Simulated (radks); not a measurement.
Spin polarisation of the 4f12 shell in Tm3+. Start: [Xe] 4f(up 6, down 6); electrons of 4f are moved from spin down to spin up, other shells keep equal spins. Method: non-relativistic Kohn-Sham, BLYP, spin-polarised, spherical densities, point nucleus; computed with a radial shooting solver on a logarithmic mesh with Libxc functionals.

moment (Bohr magnetons),E - E(0) (eV),e(4f up) (eV),e(4f down) (eV),5p down minus up (eV),5s down minus up (eV)
0,0.000,-40.453,-40.453,0.000,0.000
0.5,-0.053,-40.660,-40.239,0.130,0.167
1,-0.211,-40.862,-40.018,0.260,0.333
1.5,-0.474,-41.057,-39.792,0.390,0.500
2,-0.843,-41.246,-39.559,0.520,0.667

At moment 2 the spin-polarisation energy is -0.843 eV and the 4f exchange splitting 1.686 eV, that is 0.843 eV per Bohr magneton; E = -I m^2/4 would give I = 0.843 eV.
